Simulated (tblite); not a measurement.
Isomers of C6H11P. Computed with GFN2-xTB (tblite): harmonic, unscaled wavenumbers at the GFN2-xTB geometry, gas phase. This tight-binding method is rough: wavenumbers can miss measured ones by several per cent, in bad cases by 10 to 20. Modes of hydrogen on phosphorus can be 10 to 20 % off. One conformer each.

Electronic energies: GFN2-xTB at the same geometries; isomer energies are rough at this level and their order can be wrong.

```csv
SMILES,"electronic energy, lowest = 0 (kJ/mol)"
CC1=C(C)CPC1,0.0
C=CP1CC(C)C1,104.6
C=CP(C)C(=C)C,167.7
```

Question: How do GFN2-xTB zero-point energies change the relative energies?

Answer: 
```tsv
SMILES	ZPE (kJ/mol)	of it from modes above 1550 cm⁻¹	electronic (kJ/mol)	with ZPE, lowest = 0 (kJ/mol)	lowest mode (cm⁻¹)	rings
CC1=C(C)CPC1	394.6	202.2	0.0	0.0	75	1
C=CP1CC(C)C1	397.7	208.2	104.6	107.7	33	1
C=CP(C)C(=C)C	387.9	219.9	167.7	161.0	26	0
```

The zero-point energies span 9.8 kJ/mol, from `C=CP(C)C(=C)C` to `C=CP1CC(C)C1`. The order is unchanged.

Question: What do entropy and thermal enthalpy add at 298.15 K and 1 bar (rigid rotor, harmonic oscillator, one conformer each)?

Answer: 
```csv
SMILES,point group,symmetry number,S (J/(mol K)),H − H(0) (kJ/mol),ZPE + H − H(0) − TS (kJ/mol)
CC1=C(C)CPC1,Cs,1,377.1,24.91,307.1
C=CP1CC(C)C1,Cs,1,381.6,24.99,308.9
C=CP(C)C(=C)C,C1,1,413.7,28.85,293.4
```
